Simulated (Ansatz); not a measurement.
CH4AlNO (`N=[CH][AlH][OH]`) at its PBE0-D4/def2-TZVP geometry, where that method's forces vanish. Total charge 0; spin multiplicity 1.

```xyz
8

N     1.1816    1.2035    0.9807
C    -0.0218    1.1905    0.5584
Al   -0.7570   -0.3522   -0.4288
O     0.4315   -1.5504   -0.5893
H     1.6658    0.3355    0.7351
H    -0.5983    2.0967    0.7901
H    -2.2159   -0.5335   -1.0176
H     0.3142   -2.3900   -1.0286
```

Task: What forces (eV/Å) does ωB97M-V/def2-TZVPP give on these atoms in Ansatz 0.2.0? (An estimate is asked.)

Result: Computed: 
```
N1   0.088 -0.038  0.011
C2  -0.152  0.010 -0.047
Al3 -0.154  0.073 -0.019
O4   0.001 -0.070 -0.033
H5  -0.054  0.052  0.007
H6   0.068 -0.074 -0.011
H7   0.167  0.034  0.074
H8   0.035  0.014  0.018
```
